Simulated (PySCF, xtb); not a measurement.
1,3,5-triazine cation (C3H3N3), SMILES c1ncncn1 (connectivity only; charge and spin as stated), charge +1, multiplicity 2.

Harmonic wavenumbers (cm⁻¹) from GFN2-xTB in xtb 6.7.1 at its own minimum, in rising order: 340, 340, 427, 427, 649, 834, 907, 908, 985, 1084, 1085, 1137, 1138, 1186, 1345, 1346, 1458, 1458, 2985, 2985, 2999.

Task: What does PBE-D3(BJ)/def2-SVP (PySCF) give at its own minimum? (Estimate from the structure and the level; the computed values follow.)

Result: 199, 357, 370, 610, 669, 893, 935, 958, 962, 1084, 1105, 1130, 1202, 1273, 1362, 1407, 1465, 1561, 3030, 3125, 3137. Paired by order, the mean absolute difference is 60 cm⁻¹ and the zero-point energies are 37.2 and 38.4 kcal/mol.
